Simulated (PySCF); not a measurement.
A made-up structure of GeSiH4O, closed shell:

```tsv
atom	x (Å)	y (Å)	z (Å)
O1	1.6822	-0.5823	0.2984
Si2	-0.7630	-1.1560	-0.0016
Ge3	0.5280	0.8512	0.0290
H4	-0.6405	-1.9459	-1.2662
H5	0.2014	1.6714	-1.2295
H6	0.2157	1.6566	1.2924
H7	2.0177	0.4736	-0.0114
```

It is relaxed with PBE-D4/def2-SVP and then PBE0-D4/def2-TZVP (PySCF 2.14 with density fitting (its default auxiliary sets; JK sets also for MP2 and CCSD(T))). Atoms count as bonded within 1.22 times the sum of their covalent radii (H–H: 0.88 Å). The end point is not checked to be a true minimum.

**Question.** Does its bonding change? (Judge from chemistry; the calculation decides.)

**Answer.** By the calculation: Yes. Formed: O1–Si2; broken: Ge3–H7.

Where it ends: The first stage lowers the energy by 3.69 eV in 20 steps. It ends as GeSiH₄O ([OH]1[SiH][GeH2]1):
O1  (1.328, -0.327, 0.386)
Si2  (-0.114, -1.501, 0.004)
Ge3  (-0.243, 0.873, 0.119)
H4  (0.089, -1.370, -1.509)
H5  (0.347, 1.816, -0.962)
H6  (-0.215, 1.678, 1.439)
H7  (1.990, -0.224, -0.304)
(Å)

Labels in which every atom is bracketed show which atoms are joined, not bond orders.

For scale, one of the runs: PBE0-D4/def2-TZVP relaxation, 140 basis functions, launched by `OMP_NUM_THREADS=2 python run.py`. Hardware: 2 CPU threads of an Intel Xeon Platinum 8488C, shared host. Wall time 89 s; peak host memory 1.3 GiB.
